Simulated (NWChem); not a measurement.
System: CH5FO2Si; SMILES O[Si](F)(C)O

Parts of the log:

```
             Northwest Computational Chemistry Package (NWChem) 7.3.0
             --------------------------------------------------------

 C1  symmetry detected

                             Geometry "geometry" -> ""
                             -------------------------

 Output coordinates in angstroms (scale by  1.889725989 to convert to a.u.)

  No.       Tag          Charge          X              Y              Z
 ---- ---------------- ---------- -------------- -------------- --------------
    1 C                    6.0000    -0.15343943    -1.76739801    -0.42858179
    2 Si                  14.0000     0.01903340     0.01689860     0.00249415
    3 O                    8.0000    -0.07541191     1.06701999    -1.27122065
    4 O                    8.0000     1.47052925     0.24289274     0.73759613
    5 F                    9.0000    -1.19649671     0.42131004     1.00682152
    6 H                    1.0000     0.60368483    -2.06168632    -1.17031573
    7 H                    1.0000    -0.01742655    -2.39185589     0.46727472
    8 H                    1.0000    -1.14900076    -1.98110506    -0.84553366
    9 H                    1.0000    -0.95010928     1.37891823    -1.51870840
   10 H                    1.0000     1.77455243     1.15244453     0.81145820

 Effective nuclear repulsion energy (a.u.)     260.8158045055

                                 NWChem DFT Module
                                 -----------------

 Summary of "ao basis" -> "ao basis" (spherical)
 ------------------------------------------------------------------------------
       Tag                 Description            Shells   Functions and Types
 ---------------- ------------------------------  ------  ---------------------
 C                         def2-tzvp                11       31   5s3p2d1f
 Si                        def2-tzvp                13       37   5s5p2d1f
 O                         def2-tzvp                11       31   5s3p2d1f
 F                         def2-tzvp                11       31   5s3p2d1f
 H                         def2-tzvp                 4        6   3s1p

            General Information
            -------------------
          SCF calculation type: DFT
          Wavefunction type:  closed shell.
          No. of atoms     :    10
          No. of electrons :    50
           Alpha electrons :    25
            Beta electrons :    25
          Charge           :     0
          Spin multiplicity:     1
          Use of symmetry is: off; symmetry adaption is: off
          Maximum number of iterations: 150
          AO basis - number of functions:   191
                     number of shells:    77
          Convergence on energy requested:  1.00D-06
          Convergence on density requested:  1.00D-05
          Convergence on gradient requested:  5.00D-04

              XC Information
              --------------
                  TPSS hybrid Method XC Functional
                     Hartree-Fock (Exact) Exchange  0.100
                  TPSS metaGGA Exchange Functional  0.900
             TPSS03 metaGGA Correlation Functional  1.000

             Grid Information
             ----------------
          Grid used for XC integration:  medium
          Radial quadrature: Mura-Knowles
          Angular quadrature: Lebedev.
          Tag              B.-S. Rad. Rad. Pts. Rad. Cut. Ang. Pts.
          ---              ---------- --------- --------- ---------
          C                   0.70       49          11.0       434
          Si                  1.10       88           9.0       590
          O                   0.60       49          11.0       434
          F                   0.50       49          11.0       434
          H                   0.35       45          12.0       434
          Grid pruning is: on
          Number of quadrature shells:   509
          Spatial weights used:  Erf1

      Superposition of Atomic Density Guess
      -------------------------------------

 Sum of atomic energies:        -577.99247757

      Non-variational initial energy
      ------------------------------

 Total energy =    -579.782841
 1-e energy   =   -1317.284316
 2-e energy   =     476.685670
 HOMO         =      -0.427478
 LUMO         =       0.028014

------------------------------------------------------------
EAF file 0: "./job.aoints.0" size=603979776 bytes
------------------------------------------------------------
               write      read    awrite     aread      wait
               -----      ----    ------     -----      ----
     calls:     1152         0         0         0         0
   data(b): 6.04e+08  0.00e+00  0.00e+00  0.00e+00
   time(s): 0.00e+00  0.00e+00  0.00e+00  0.00e+00  0.00e+00
rate(mb/s): 0.00e+00  0.00e+00
------------------------------------------------------------

     ---------------------------------------------
      Total Density - Mulliken Population Analysis
     ---------------------------------------------

    Atom       Charge   Shell Charges
 -----------   ------   -------------------------------------------------------
    1 C    6     6.76   0.86  1.12  0.55  0.69  0.13  1.29  1.56  0.54  0.01  0.01  0.00
    2 Si  14    12.56   2.00  0.59  1.39  0.71  0.23  4.10  1.73  0.47  0.65  0.13  0.24  0.20  0.11
    3 O    8     8.84   0.79  1.18  0.59  0.95  0.24  2.02  2.20  0.85  0.00  0.01  0.00
    4 O    8     8.83   0.79  1.18  0.59  0.95  0.24  2.02  2.20  0.85  0.00  0.01  0.00
    5 F    9     9.52   0.77  1.20  0.61  1.01  0.31  2.37  2.36  0.88  0.00  0.01  0.00
    6 H    1     0.80   0.23  0.43  0.12  0.02
    7 H    1     0.80   0.23  0.43  0.12  0.02
    8 H    1     0.80   0.23  0.43  0.12  0.02
    9 H    1     0.54   0.19  0.25  0.06  0.04
   10 H    1     0.55   0.19  0.25  0.06  0.04

[...]
```

Level: TPSSh/def2-TZVP. Structure relaxed at the PBE0/def2-SVP level.

Q: Reconstruct the input file.

A: One answer among several that fit: the input that was run:
```
start job
memory heap 200 mb stack 900 mb global 1100 mb
geometry units angstroms noautoz
  C     -0.179940    -1.822248    -0.285486
  Si     0.017951    -0.009467    -0.013545
  O     -0.118511     0.930242    -1.367188
  O      1.497093     0.265491     0.645868
  F     -1.157021     0.488433     0.997035
  H      0.547354    -2.184413    -1.027033
  H     -0.013822    -2.370045     0.654370
  H     -1.191511    -2.061969    -0.645930
  H     -1.000192     1.227510    -1.607805
  H      1.808464     1.175439     0.631277
end
basis spherical
  * library def2-tzvp
end
dft
  xc xctpssh
  iterations 150
  semidirect filesize 400000000
  mulliken
end
task dft energy
```
